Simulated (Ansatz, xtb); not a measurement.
**Isomers of AlClNO in order of energy**

3 gas-phase structures of AlClNO, found in a search over its isomers (lower ones may exist). Each was relaxed with GFN2-xTB:

A. `O=[N][Al][Cl]`, a doublet
B. a doublet given by its coordinates
C. `[Cl][Al]1[N][O]1`, a doublet

B (Å):

```yaml
atoms:
  - { symbol: Al, position_ang: [-2.3443, 0.1542, 0.1083] }
  - { symbol: Cl, position_ang: [-3.5492, 0.9982, 1.5006] }
  - { symbol: N, position_ang: [0.4060, -0.6304, 0.1097] }
  - { symbol: O, position_ang: [-0.6812, -0.1871, 0.4847] }
```

Close contacts (Å): Al1–Cl2 2.03, Al1–O4 1.74, N3–O4 1.23.

Task: Estimate their order in r2SCAN-D4/def2-SVP energy at these geometries, lowest first.

Result: Calculated order at r2SCAN-D4/def2-SVP: C (0.0), B (4.2), A (13.8) kJ/mol. CCSD(T)/def2-SVP after further relaxation puts A lowest instead.

Energies above the lowest of each column, in kJ/mol; the last columns are at PBE0-D3(BJ)/def2-SVP geometries:

```csv
structure,GFN2-xTB,HF/STO-3G,r2SCAN-D4/def2-SVP,PBE0-D3(BJ)/def2-SVP,CCSD(T)/def2-SVP
C,0.0,62.9,0.0,65.2,33.4
B,64.0,0.0,4.2,60.4,49.3
A,10.4,140.3,13.8,0.0,0.0
```

CCSD(T)/def2-SVP puts A lowest; GFN2-xTB picks C, HF/STO-3G picks B, r2SCAN-D4/def2-SVP picks C. CCSD(T)/def2-SVP orders those it was run on as A (0.0), C (33.4), B (49.3) kJ/mol. Flexible structures stand in one conformer each, not always the lowest. Open shells are spin-unrestricted, some with notable spin contamination.

Programs: Ansatz 0.2.0, xtb 6.7.1.
